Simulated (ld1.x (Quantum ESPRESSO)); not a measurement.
molybdenum, RRKJ: configuration errors across variants

```
Element                 : molybdenum (Mo)
Generator               : ld1.x (Quantum ESPRESSO) 7.5
Type                    : norm-conserving RRKJ (Kleinman–Bylander form)
Functional              : PBE
Relativity              : scalar-relativistic
Frozen core             : [Ar] 3d10 4s2
Valence charge          : 12
Reference configuration : 4p6 4d5 5s1 5p0
Partial waves           : 4p (bound): rc 1.45 bohr; 4d (bound): rc 1.35 bohr; 5s (bound): rc 2.85 bohr
Local potential         : the s channel
Core correction         : Bessel-smoothed model core inside 1.35 bohr
rho0                    : 0.001
```

All-electron excitation energies from the reference (eV): (1) 4p6 4d5 5s0 5p0 6.890; (2) 4p6 4d4 5s0 5p0 22.352; (3) 4p6 4d3 5s0 5p0 49.096; (4) 4p6 4d2 5s0 5p0 88.600; (5) 4p6 4d6 5s0 5p0 0.763; (6) 4p6 4d5.5 5s0.5 5p0 0.280; (7) 4p6 4d4 5s2 5p0 0.199.

Errors AE − PS in meV (a dash: test not solved or not reliable):

```tsv
change	(1)	(2)	(3)	(4)	(5)	(6)	(7)	bound ghosts
base	-15	-59	-267	-631	-48	-14	-66	none
wave 5s (bound): rc 2.85 bohr becomes 5s (bound): rc 1.96 bohr	-5.7	-47	-230	-586	-23	-5.8	+6.3	none
wave 5s (bound): rc 2.85 bohr becomes 5s (bound): rc 2.32 bohr	-11	-57	-265	-641	-39	-11	-48	none
wave 5s (bound): rc 2.85 bohr becomes 5s (bound): rc 2.72 bohr	-15	-59	-267	-630	-48	-14	-66	none
wave 5s (bound): rc 2.85 bohr becomes 5s (bound): rc 3.04 bohr	-14	-61	-275	-648	-46	-13	-62	none
wave 5s (bound): rc 2.85 bohr becomes 5s (bound): rc 3.38 bohr	-12	-72	-311	-722	-38	-11	-47	none
wave 5s (bound): rc 2.85 bohr becomes 5s (bound): rc 4.16 bohr	-16	-162	-549	-1137	-5.9	-1.3	+19	none
```

Question: Give the same row for: wave 5s (bound): rc 2.85 bohr becomes 5s (bound): rc 3.88 bohr.

Answer: -12, -119, -443, -960, -19, -5.2, -7.2; bound ghosts: none.
